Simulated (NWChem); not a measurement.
Everything below was run with NWChem. System: H2O2Zn, charge 0, spin multiplicity 1, at a geometry optimised with PBE0/def2-SVP. The structure started from a generated list of species. Level: EOM-CCSD/def2-SVP, 11 core orbitals frozen.

Part of the output:

```
             Northwest Computational Chemistry Package (NWChem) 7.3.0
             --------------------------------------------------------

                                NWChem Input Module
                                -------------------

 Scaling coordinates for geometry "geometry" by  1.889725989
 (inverse scale =  0.529177249)

 Turning off AUTOSYM since
 SYMMETRY directive was detected!

                             Geometry "geometry" -> ""
                             -------------------------

 Output coordinates in angstroms (scale by  1.889725989 to convert to a.u.)

  No.       Tag          Charge          X              Y              Z
 ---- ---------------- ---------- -------------- -------------- --------------
    1 Zn                  30.0000     0.00000000     0.00000000     0.00660400
    2 O                    8.0000     0.21390200     1.75224600    -0.07107400
    3 H                    1.0000    -0.40498800     2.25277200     0.46953000
    4 O                    8.0000    -0.21390200    -1.75224600    -0.07107400
    5 H                    1.0000     0.40498800    -2.25277200     0.46953000

 Effective nuclear repulsion energy (a.u.)     177.9494719559

            Nuclear Dipole moment (a.u.)
            ----------------------------
        X                 Y               Z
 ---------------- ---------------- ----------------
     0.0000000000    -0.0000000000    -0.0000075589

      Symmetry information
      --------------------

 Group name             C2
 Group number              4
 Group order               2
 No. of unique centers     3

      Symmetry unique atoms

     1    2    3


 Summary of "ao basis" -> "" (spherical)
 ------------------------------------------------------------------------------
       Tag                 Description            Shells   Functions and Types
 ---------------- ------------------------------  ------  ---------------------
 *                          def2-svp                  on all atoms

 Summary of "ao basis" -> "ao basis" (spherical)
 ------------------------------------------------------------------------------
       Tag                 Description            Shells   Functions and Types
 ---------------- ------------------------------  ------  ---------------------
 Zn                         def2-svp                11       31   5s3p2d1f
 O                          def2-svp                 6       14   3s2p1d
 H                          def2-svp                 3        5   2s1p
[...]
 =========================================
 Excited-state calculation ( b   symmetry)
 =========================================
 Dim. of EOMCC iter. space      500

 EOMCCSD SOLVER TYPE  1
  maxdiff =   0.52657885239612079

 No. of initial right vectors    2

 EOM-CCSD right-hand side iterations
 --------------------------------------------------------------
      Residuum       Omega / hartree  Omega / eV    Cpu    Wall
 --------------------------------------------------------------

 Iteration   1 using    2 trial vectors
   0.7331172876051   0.3808962137111   10.36472
   0.7139092638702   0.4131819143960   11.24326     1.0     1.0

 Iteration   2 using    4 trial vectors
   0.1341486576342   0.2360681442670    6.42374
   0.1324226602985   0.2745375826486    7.47055     0.8     0.8

 Iteration   3 using    6 trial vectors
   0.0846716777192   0.2270559038060    6.17851
   0.0757122975620   0.2666099499843    7.25483     0.9     0.9

 Iteration   4 using    8 trial vectors
   0.0471922134639   0.2221637104130    6.04538
   0.0475003854809   0.2624292425781    7.14107     1.0     1.0

 Iteration   5 using   10 trial vectors
   0.0243808279360   0.2195923458831    5.97541
   0.0302146761846   0.2596164193306    7.06453     0.9     0.9

 Iteration   6 using   12 trial vectors
   0.0101573583044   0.2191104278239    5.96230
   0.0134809674689   0.2589445413483    7.04624     1.1     1.1

 Iteration   7 using   14 trial vectors
   0.0069825381909   0.2190470791954    5.96058
   0.0098395784300   0.2588393812463    7.04338     1.1     1.1

 Iteration   8 using   16 trial vectors
   0.0042226011155   0.2189655656542    5.95836
   0.0057623126550   0.2587505407090    7.04096     1.2     1.2

 Iteration   9 using   18 trial vectors
   0.0020333505827   0.2189913300556    5.95906
   0.0026180371981   0.2587476413436    7.04088     1.1     1.1

 Iteration  10 using   20 trial vectors
   0.0008613310587   0.2189858269301    5.95891
   0.0011185361222   0.2587512695136    7.04098     1.2     1.2

 Iteration  11 using   22 trial vectors
   0.0004327691168   0.2189822770069    5.95881
   0.0005273607625   0.2587497860121    7.04094     1.2     1.2

 Iteration  12 using   24 trial vectors
   0.0002081375433   0.2189857404868    5.95891
   0.0002988353404   0.2587506283775    7.04097     1.2     1.2

 Iteration  13 using   26 trial vectors
   0.0001186239208   0.2189842022211    5.95887
   0.0001888839409   0.2587496589634    7.04094     1.2     1.2

 Iteration  14 using   28 trial vectors
   0.0000520489987   0.2189836601712    5.95885
   0.0001042691703   0.2587489947880    7.04092     1.1     1.1

 Iteration  15 using   30 trial vectors
   0.0000222628600   0.2189843319705    5.95887
   0.0000481202027   0.2587494918421    7.04093     1.0     1.0

 Iteration  16 using   32 trial vectors
   0.0000100403037   0.2189842108346    5.95887
   0.0000239166769   0.2587497237221    7.04094     1.0     1.0

 Iteration  17 using   34 trial vectors
   0.0000053870690   0.2189841959672    5.95887
   0.0000141448478   0.2587496366396    7.04094     1.0     1.0

 Iteration  18 using   35 trial vectors
   0.0000047014377   0.2189841971963    5.95887
   0.0000086224839   0.2587496571128    7.04094     0.6     0.6
 --------------------------------------------------------------
 Iterations converged
 ------------------

 Excited state root  1
 Excitation energy / hartree =        0.218984197196345
                   / eV      =        5.958865729550259
 largest EOMCCSD amplitudes: R1 and R2

 Singles contributions
    25a   (alpha) ---    22b   (alpha)       -0.2025050049
    25a   (alpha) ---    24b   (alpha)       -0.8547081260
    29a   (alpha) ---    24b   (alpha)        0.1231658449
    30a   (alpha) ---    24b   (alpha)       -0.1723279256
    26b   (alpha) ---    23a   (alpha)       -0.1735092359

 Doubles contributions
 ------------------

 Excited state root  2
 Excitation energy / hartree =        0.258749657112848
                   / eV      =        7.040939410436878
 largest EOMCCSD amplitudes: R1 and R2

 Singles contributions
    25a   (alpha) ---    22b   (alpha)       -0.8514080108
    25a   (alpha) ---    24b   (alpha)        0.2079745682
    29a   (alpha) ---    22b   (alpha)        0.1258463788
    30a   (alpha) ---    22b   (alpha)       -0.1112755498
    26b   (alpha) ---    21a   (alpha)        0.1320700248
    28b   (alpha) ---    23a   (alpha)       -0.1287376292

 Doubles contributions

 Task  times  cpu:       51.9s     wall:       51.9s

 Total times  cpu:       52.0s     wall:       52.0s
```

Write an NWChem input that would produce this output.

One answer among several that fit: 
```
start mol
memory heap 100 mb stack 700 mb global 1900 mb
geometry units angstroms nocenter noautoz
  Zn     0.000000     0.000000     0.006604
  O      0.213902     1.752246    -0.071074
  H     -0.404988     2.252772     0.469530
  O     -0.213902    -1.752246    -0.071074
  H      0.404988    -2.252772     0.469530
  symmetry group C2
end
basis spherical
  * library def2-svp
end
scf
  rhf
  nopen 0
  maxiter 100
  thresh 1e-7
  semidirect memsize 60000000 filesize 0
end
tce
  freeze core 11
  ccsd
  nroots 2
  2eorb
  2emet 13
  thresh 1e-5
  maxiter 200
  tilesize 24
end
task tce energy
```
